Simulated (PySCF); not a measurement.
**WOF₄, singlet: structure and spectrum**

Level of theory: PySCF, PBE0, basis W def2-SVP with ECP60, O def2-SVP, F def2-SVP (scalar-relativistic core potentials, no spin–orbit coupling, density fitting).

The structure is a minimum.

```xyz
6
charge 0 multiplicity 1, angstrom
W     0.0000    0.0000    0.0374
O     0.0000    0.0000    1.7076
F     1.7893    0.0000   -0.4443
F     0.0000    1.7893   -0.4443
F    -1.7893    0.0000   -0.4443
F     0.0000   -1.7893   -0.4443
```

```json
{
  "Point group": "C4v",
  "Bond lengths": "W–F 1.853 Å (×4), W–O 1.670 Å",
  "Bond angles": "F–W–F 86.1° (×4), F–W–F 149.9° (×2), F–W–O 105.1° (×4)",
  "Heat capacity Cp at 298.15 K": "98.9 J/(mol K)",
  "Zero-point energy": "34.3 kJ/mol",
  "Lowest empty level": "-4.19 eV",
  "Rotational constants": "0.09184, 0.09184, 0.06929 cm⁻¹",
  "Principal polarisabilities": "34.4, 34.4, 34.9 bohr³",
  "Rotational symmetry number": "4",
  "Atomisation energy without zero-point energy": "2833 kJ/mol",
  "Entropy at 298.15 K and 1 bar": "341.0 J/(mol K)",
  "Enthalpy at 298.15 K above 0 K": "20.16 kJ/mol",
  "Highest occupied level": "-11.72 eV",
  "Dipole moment": "0.36 D",
  "Principal quadrupole moments (Buckingham, traceless) about the centre of mass": "-1.80, -1.80, 3.60 D Å"
}
```

Harmonic modes (masses in u: W 183.951, O 15.995, F 18.998):
| symmetry | ω (cm⁻¹) | IR (km/mol, summed over degenerate members) | μ (u) |
| --- | --- | --- | --- |
| b1 | 105 | 0.0 | 19.00 |
| e | 237 | 45.2 | 20.92 |
| a1 | 244 | 15.4 | 23.48 |
| e | 297 | 13.8 | 17.71 |
| b2 | 338 | 0.0 | 19.00 |
| b1 | 673 | 0.0 | 19.00 |
| e | 726 | 434 | 22.33 |
| a1 | 747 | 41.0 | 19.54 |
| a1 | 1108 | 116 | 17.33 |

In C4v the vibrations span 2b1 + 3e + 3a1 + b2. The b1, b2 modes carry no infrared intensity, as symmetry demands.

Charges (e):
| atom | Mulliken | Löwdin | polar tensor | Mayer order to W1 |
| --- | --- | --- | --- | --- |
| W1 | 1.56 | 0.55 | 3.25 | – |
| O2 | -0.27 | -0.07 | -0.65 | 2.19 |
| F3,4,5,6 | -0.32 | -0.12 | -0.65 | 1.03 |

Mulliken populations on W1 (electrons outside its core potential): s 2.32, p 6.37, d 3.45, f 0.31.

Outer orbital energies (eV). occupied: -13.24, -12.98, -12.98, -12.88, -12.47, -12.18, -11.72, -11.72; empty: -4.19, -2.58, -2.58, -0.82.

Formally W is in oxidation state +6, d0. The polar-tensor charge on W, 3.25, is far below the formal one.

This need not be the most stable arrangement of these atoms. No spin–orbit coupling is included, which matters more the heavier the element.

The final relaxation and frequency run took of the order of 2.3 core-minutes on a shared host.
